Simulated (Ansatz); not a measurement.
Sn(OEt)H3 (C2H8OSn). Charge 0, multiplicity 3. Geometry B3LYP-D4/def2-SVP, that of the neutral singlet; atoms count from 1.

Cartesian coordinates in Å:
```
Sn 0.9810 1.4120 -1.5117
O 0.6775 -0.0463 -0.1736
C -0.5882 -0.2407 0.4179
C -0.5141 -1.4336 1.3576
H -0.9135 0.6569 0.9876
H -1.3734 -0.4245 -0.3477
H -1.4868 -1.6155 1.8432
H -0.2231 -2.3391 0.8023
H 0.2415 -1.2568 2.1390
H 2.6383 1.2421 -1.9029
H 0.6200 2.9176 -0.7565
H -0.0591 1.1280 -2.8551
```

In the def2 sets Sn takes a core potential; there is no spin–orbit coupling. At PBE0-D4/def2-TZVP a singlet of charge 0 lies 5.17 eV below the triplet at the same geometry.

Q: Estimate the Mulliken populations from the PBE0/def2-TZVP orbitals of Ansatz.

A: 
```json
{"atom": "Sn1", "charge (e)": "-0.16", "spin (α − β)": "0.95"}
{"atom": "O2", "charge (e)": "-0.06", "spin (α − β)": "0.76"}
{"atom": "C3", "charge (e)": "-0.07", "spin (α − β)": "-0.04"}
{"atom": "C4", "charge (e)": "-0.35", "spin (α − β)": "0.00"}
{"atom": "H5", "charge (e)": "0.16", "spin (α − β)": "0.10"}
{"atom": "H6", "charge (e)": "0.15", "spin (α − β)": "0.09"}
{"atom": "H7", "charge (e)": "0.12", "spin (α − β)": "0.01"}
{"atom": "H8", "charge (e)": "0.14", "spin (α − β)": "0.00"}
{"atom": "H9", "charge (e)": "0.14", "spin (α − β)": "0.00"}
{"atom": "H10", "charge (e)": "-0.03", "spin (α − β)": "-0.02"}
{"atom": "H11", "charge (e)": "-0.02", "spin (α − β)": "0.07"}
{"atom": "H12", "charge (e)": "-0.02", "spin (α − β)": "0.07"}
```
Mulliken values depend strongly on the basis.

Q: Where does the spin sit?

A: Summed by element: Sn 0.95, O 0.76, C -0.04, H 0.33, of 2 unpaired in all. Largest on single atoms: Sn1 0.95, O2 0.76, H5 0.10.

Q: And the Mayer bond orders between heavy atoms (over 0.3)?

A: O2–C3 1.03 (1.41 Å); C3–C4 1.02 (1.52 Å).
